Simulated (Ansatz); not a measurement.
`[NH2][InH][CH2][SeH]` + CH₃NH₂ → `CNC[SeH]` + `[NH2][InH2]`  (substitution at a C–In bond)

Calculated with Ansatz (gas phase, PBE0-D4/def2-TZVP geometries, no zero-point term in ΔE). CCSD(T)/CBS is the MP2 limit (def2-TZVPP, def2-QZVPP) plus CCSD(T) − MP2 in def2-TZVPP, frozen cores. Functionals use def2-TZVPP. B3LYP here is the variant with VWN-RPA as its local correlation; programs differ in this. def2 core potentials past Kr. For In, Se outer-core shells are correlated without core-valence functions, which leaves a few kJ/mol of doubt a bond. Scalar relativity is left out up to krypton. One conformer a species, not always the lowest.

Q: Is it downhill or uphill in electronic energy at CCSD(T)/CBS, and by how much? (Estimate.)

A: Ansatz gave: Uphill: ΔE = +12.8 kcal/mol.

Q: What do these levels give: B3LYP-D4, r2SCAN, PBE0, SCS-MP2/def2-TZVPP, MP2/def2-QZVPP, MP2/CBS(def2)? (Best estimate.)

A: The calculation gave: B3LYP-D4 9.5, r2SCAN 10.1, PBE0 9.7, SCS-MP2/def2-TZVPP 11.9, MP2/def2-QZVPP 13.9, MP2/CBS(def2) 14.5 kcal/mol.

Largest T1 diagnostic among the species: 0.016.

In def2-TZVPP, CCSD(T) changes the Hartree–Fock value by +3.4 kcal/mol (the triples alone add +0.4 kcal/mol) and MP2 by +5.0 kcal/mol.
